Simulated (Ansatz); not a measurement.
Q: Name a neutral molecule of Al, C, O, Si, Te and H with zero-point energy (PBE0-D4/def2-TZVP) between 115 and 131 kJ/mol and HOMO energy (PBE0/def2-TZVPP) between -7.15 and -6.85 eV (Ansatz, PBE0-D4/def2-TZVP geometry).

A: `O=C[Te][SiH2][AlH2]` (129.1 kJ/mol, -7.03 eV). Other molecules can fit too; these were computed, each in one conformer that needn't be the lowest.
